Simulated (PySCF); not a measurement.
NaBe⁺: input and log

State: ¹Σ⁺ (singlet), closed shell.

An equivalent input (the run itself took its basis sets from the Basis Set Exchange, started from a PBE0 density and held the occupation σ 5α 5β, πx 1α 1β, πy 1α 1β):

```python
from pyscf import gto, scf, cc
mol = gto.M(atom='Na 0 0 0; Be 0 0 2.99', basis={'Na': 'def2-SVPD', 'Be': 'def2-SVPD'},
            charge=1, spin=0, verbose=4, symmetry='C2v')
mf = scf.RHF(mol)
mf.irrep_nelec = {'A1': 10, 'B1': 2, 'B2': 2}
mf.conv_tol = 1e-9
mf.max_cycle = 60
mf.diis_space = 10
mf.kernel()
mycc = cc.CCSD(mf, frozen=[0])
mycc.run(conv_tol=1e-7, conv_tol_normt=1e-5, max_cycle=80, diis_space=8)
et = mycc.ccsd_t()
```

The SCF ended at -176.18055169 hartree. The coupled-cluster part of the log:

```
******** <class 'pyscf.cc.ccsd.CCSD'> ********
CC2 = 0
CCSD nocc = 6, nmo = 29
frozen orbitals [0]
max_cycle = 80
direct = 0
conv_tol = 1e-07
conv_tol_normt = 1e-05
diis_space = 8
diis_start_cycle = 0
diis_start_energy_diff = 1e+09
Init t2, MP2 energy = -176.203662887082  E_corr(MP2) -0.0231111930327675
Init E_corr(CCSD) = -0.0231111930327911
cycle = 1  E_corr(CCSD) = -0.0325395288338392  dE = -0.0094283358  norm(t1,t2) = 0.0633475
cycle = 2  E_corr(CCSD) = -0.0371075147018181  dE = -0.00456798587  norm(t1,t2) = 0.034701
cycle = 3  E_corr(CCSD) = -0.0421853984178546  dE = -0.00507788372  norm(t1,t2) = 0.0196048
cycle = 4  E_corr(CCSD) = -0.0421300615352681  dE = 5.53368826e-05  norm(t1,t2) = 0.00266159
cycle = 5  E_corr(CCSD) = -0.042173593794317  dE = -4.3532259e-05  norm(t1,t2) = 0.000854065
cycle = 6  E_corr(CCSD) = -0.0421961718688838  dE = -2.25780746e-05  norm(t1,t2) = 0.000362461
cycle = 7  E_corr(CCSD) = -0.0421745585961003  dE = 2.16132728e-05  norm(t1,t2) = 0.000134908
cycle = 8  E_corr(CCSD) = -0.0421812694126686  dE = -6.71081657e-06  norm(t1,t2) = 4.52244e-05
cycle = 9  E_corr(CCSD) = -0.0421824961872036  dE = -1.22677454e-06  norm(t1,t2) = 8.48123e-06
cycle = 10  E_corr(CCSD) = -0.0421817131808424  dE = 7.83006361e-07  norm(t1,t2) = 4.20199e-06
cycle = 11  E_corr(CCSD) = -0.0421817438000482  dE = -3.06192058e-08  norm(t1,t2) = 6.3822e-07
CCSD converged
E(CCSD) = -176.2227334378495  E_corr = -0.04218174380004819
CCSD(T) correction = -5.61863465049483e-05
```

T1 diagnostic 0.014, D1 0.049, 12 electrons correlated.

Repeating this along the bond gives Re = 3.126 Å and ωe = 170 cm⁻¹.

A point of this curve took 0.21 CPU seconds beside 0.014 for the integrals, on Arm Neoverse V2 (shared host).

Correlated steps freeze 1 core orbital.
